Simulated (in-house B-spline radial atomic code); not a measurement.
Hg. Computed with a B-spline radial atomic code. Model: non-relativistic spherical atom: semilocal Troullier-Martins pseudo-atom, one channel per l, against all electrons, high spin, G0W0 and RPA with empty states to l = 8, local potential for every l without a channel, a model core (radius 0 = none) keeps its share of the functional.

The core holds an angular momentum without a channel of its own, so the local potential lets valence electrons into it.

Without relativity these are model numbers for so heavy an element.

What the tables leave out is listed at the end.

The pseudopotential gives back the lowest level of each angular momentum of its own functional in the configuration it was made in; a second state of the same l is only approximately right. Exact exchange, RPA and GW see the smooth pseudo-orbitals and miss the exchange with the core, for which the functional's share stands in. The column with an uncorrelated core keeps all orbitals and exact exchange, and so separates missing core correlation from pseudisation. Only the three outermost levels and the lowest empty one were computed. RPA here is direct RPA, with no exchange kernel, and its energies carry an (l + 1/2)⁻⁴ tail. A hybrid on a potential with a model core restores only its own semilocal share of the core's exchange.

Command:
```bash
python run_psgw.py task.json out
```
Settings (lengths in bohr, energies in hartree):
```
Z                      80
electrons              80
configuration          [Xe] 4f14 5d10 6s2
generated_in           [Xe] 4f14 5d10 6s2
functional             pbe,pbe
core_shells            10
radius_factor          1
core_correction        True
ion_configuration      [Xe] 4f14 5d10 6s1
```

Time taken, with all properties: 69 s on 1 thread of Arm Neoverse V2, with other jobs on the host.

Given: made with PBE; model core radius 0.743 bohr; local radius 0.944 bohr; mean-field start PBE.

Valence shells of the generating configuration: 5s, 5p, 5d, 6s.

Channel: s 0.907, p 0.97, d 1.151 (radii in bohr).

Computed: largest level miss in the spin-unpolarised generating configuration 0.139 eV; valence RPA correlation energy all-electron orbitals -1.1853 hartree; valence RPA correlation energy pseudo -1.3955 hartree; pseudo-atom RPA polarisability 44.778 bohr³; ionisation by mean-field pseudo minus all 0.184 eV; ionisation by RPA all-electron 8.7977 eV; ionisation by RPA pseudo minus all 0.184 eV.

```tsv
level	occupied	mean-field all-electron (eV)	mean-field pseudo minus all (eV)	G0W0 all-electron (eV)	G0W0 uncorrelated core minus all (eV)	G0W0 pseudo minus all (eV)	exchange self-energy all-electron (eV)	exchange self-energy pseudo (eV)
6s	1	-5.2934	-0.139	-8.4968	0.049	-0.205	-11.23	-10.508
```

(1) What is the all-electron RPA polarisability, core included?

(2) What is the ionisation by mean-field all-electron?

Given: mean-field start PBE0.

Computed: valence RPA correlation energy all-electron orbitals -1.1238 hartree; all-electron RPA polarisability, core included 41.943 bohr³; pseudo-atom RPA polarisability 41.06 bohr³; ionisation by mean-field all-electron 8.2005 eV; ionisation by mean-field pseudo minus all 0.111 eV; ionisation by RPA pseudo minus all 0.107 eV.

| level | occupied | mean-field all-electron (eV) | mean-field pseudo minus all (eV) | G0W0 all-electron (eV) | G0W0 uncorrelated core minus all (eV) | G0W0 pseudo minus all (eV) | exchange self-energy all-electron (eV) | exchange self-energy pseudo (eV) |
| --- | --- | --- | --- | --- | --- | --- | --- | --- |
| 6s | 1 | -5.9374 | -0.094 | -8.5293 | 0.052 | -0.126 | -11.02 | -10.234 |

(3) What is the valence RPA correlation energy pseudo?

(4) What is the ionisation by RPA all-electron?

## Answers

(1) 46.723 bohr³.

(2) 8.4685 eV.

(3) -1.312 hartree.

(4) 8.6266 eV.

Among the listed levels the largest G0W0 shift of the pseudo-atom is -0.20 eV, for 6s on the PBE start, while leaving the core uncorrelated moves that level by +0.05 eV. So pseudisation and the lost core exchange, not the missing core correlation, make the error. Not in the tables (levels of low weight, unsolved or above zero; the highest and the empty levels are kept at any weight): on PBE the G0W0 levels 5d (pseudo minus all -0.09 eV, weights 0.46 and 0.45), 5p (pseudo minus all -217.59 eV, weights 0.07 and 0.03), 6p (pseudo minus all -0.01 eV, weights 0.91 and 0.90); on PBE0 the G0W0 levels 5d (pseudo minus all -0.18 eV, weights 0.73 and 0.74), 5p (pseudo minus all +6.39 eV, weights 0.02 and 0.06), 6p (pseudo minus all -0.02 eV, weights 0.94 and 0.93); no Hartree-Fock pseudo-atom is run with a model core.
